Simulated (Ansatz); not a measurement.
Reaction (isomerisation): `[SiH3]C[CH2][GeH3]` → `C[SiH](C)[GeH3]`

Program: Ansatz. Geometries: PBE0-D4/def2-TZVP. ΔE: electronic, gas phase. CCSD(T)/CBS adds triple-zeta CCSD(T) − MP2 to the extrapolated MP2 energy (def2 sets, frozen cores). DFT in def2-TZVPP. B3LYP here is the variant with VWN-RPA as its local correlation; programs differ in this. For Ge outer-core shells are correlated without core-valence functions, which leaves a few kJ/mol of doubt a bond. Scalar relativity is left out up to krypton. Each species was taken in one conformer, which may not be the lowest.

```
             level  ΔE (kcal/mol)
           PBE0-D4          -22.9
           ωB97X-V          -20.7
             B3LYP          -21.6
SCS-MP2/def2-TZVPP          -18.6
CCSD(T)/def2-TZVPP          -19.9
    MP2/def2-QZVPP          -20.1
      HF/CBS(def2)          -18.7
    CCSD/CBS(def2)          -20.5
```

Q: What does CCSD(T)/CBS give? (Estimate.)

A: The calculation gave: -20.6 kcal/mol. The listed levels differ from it by -2.3, -0.1, -1.0, 2.0, 0.7, 0.5, 1.9, 0.1 kcal/mol.

Largest T1 diagnostic among the species: 0.011.

In def2-TZVPP, CCSD(T) changes the Hartree–Fock value by −1.2 kcal/mol (the triples alone add −0.1 kcal/mol) and MP2 by −1.0 kcal/mol.
